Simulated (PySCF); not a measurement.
Molecule: `C[Si](C)(C)CF`, C4H11FSi.

Geometry:
```
atom   x (Å)   y (Å)   z (Å)
  C1  -0.657  -1.805   0.211
 Si2  -0.016  -0.052  -0.029
  C3  -1.162   0.949  -1.129
  C4   1.722  -0.052  -0.737
  C5   0.062   0.829   1.660
  F6   0.555   2.114   1.463
  H7  -0.716  -2.323  -0.760
  H8   0.007  -2.393   0.863
  H9  -1.665  -1.812   0.654
 H10  -0.829   1.999  -1.156
 H11  -1.170   0.565  -2.161
 H12  -2.198   0.933  -0.753
 H13   2.113   0.977  -0.765
 H14   1.741  -0.453  -1.763
 H15   2.408  -0.658  -0.123
 H16  -0.933   0.903   2.135
 H17   0.724   0.303   2.372
```

Geometry PBE0-D3(BJ)/def2-SVP throughout; GIAO in PySCF 2.14.0 with density-fitted response routines, gas phase, one conformer, non-relativistic; equivalent atoms averaged; functional PBE0.

Problem. How do the absolute shieldings σ depend on the basis set? (ppm; last column core-seconds on shared hosts with different chips, so compare them loosely)

Solution. 
```tsv
basis set	functions	C5	C1/C3/C4	Si2	F6	H16/H17	H7/H8/H9/H10/H11/H12/H13/H14/H15	core-s
STO-3G	45	183.3	235.6	526.7	467.4	30.90	32.55	4
6-31G	80	126.2	203.0	443.2	476.5	28.37	32.54	8
pcSseg-0	80	114.6	197.3	348.1	507.8	28.56	32.75	5.9
6-31G*	110	120.7	197.4	417.2	478.7	27.75	31.91	11
def2-SVP	143	119.3	197.3	406.0	481.1	27.25	31.30	14
cc-pVDZ	143	121.3	200.2	418.9	476.6	27.04	31.24	13
pcSseg-1	164	105.0	188.3	353.6	477.9	26.97	31.20	18
6-311+G(2d,p)	236	107.4	190.3	346.4	471.4	27.17	31.44	31
aug-cc-pVDZ	241	118.8	199.0	417.9	472.2	26.99	31.31	29
def2-TZVP	258	106.6	190.6	333.8	473.7	27.19	31.42	36
IGLO-III	329	101.7	187.8	347.6	472.9	27.04	31.29	44
```

Problem. Which nucleus moves most, in ppm?

Solution. Si2 (silicon bonded to 4 C): from 333.8 ppm with def2-TZVP to 526.7 ppm with STO-3G. The smallest spread is 1.55 ppm, at H7/H8/H9/H10/H11/H12/H13/H14/H15. Proton shifts span only some 12 ppm, so a few tenths of a ppm matter as much there as several ppm in carbon.

Problem. Taking the largest basis, IGLO-III (329 functions), as the yardstick, rank the others by their worst heavy-atom deviation.

Solution. 6-311+G(2d,p) 5.7 ppm (236 functions), pcSseg-1 6.0 ppm (164 functions), def2-TZVP 13.9 ppm (258 functions), pcSseg-0 34.9 ppm (80 functions), def2-SVP 58.4 ppm (143 functions), 6-31G* 69.5 ppm (110 functions), aug-cc-pVDZ 70.3 ppm (241 functions), cc-pVDZ 71.2 ppm (143 functions), 6-31G 95.5 ppm (80 functions), STO-3G 179.0 ppm (45 functions).

A small basis that lands close on one nucleus may do so by chance; judge by the trend and by all nuclei.
